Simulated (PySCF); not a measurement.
**Electron correlation in I⁺ (iodine, charge +1)**

[Kr] 4d10 5s2 5p4, high-spin 3P determinant. All numbers are calculated (PySCF 2.14, scalar relativity by spin-free X2C-1e, in ANO-RCC-VTZP (7s6p4d2f1g, 68 functions)). Frozen: [Ar] 3d10; 24 electrons correlated.

| level | correlation energy (mhartree) |
| --- | --- |
| CCSD | -663.35 |
| (T) | -13.41 |
| CCSD(T) | -676.76 |

Diagnostics: T1 = 0.0062, D1 = 0.0336, largest double amplitude 0.051.

Cost of the coupled-cluster step: of the order of 30 core-seconds, for 24 correlated electrons.
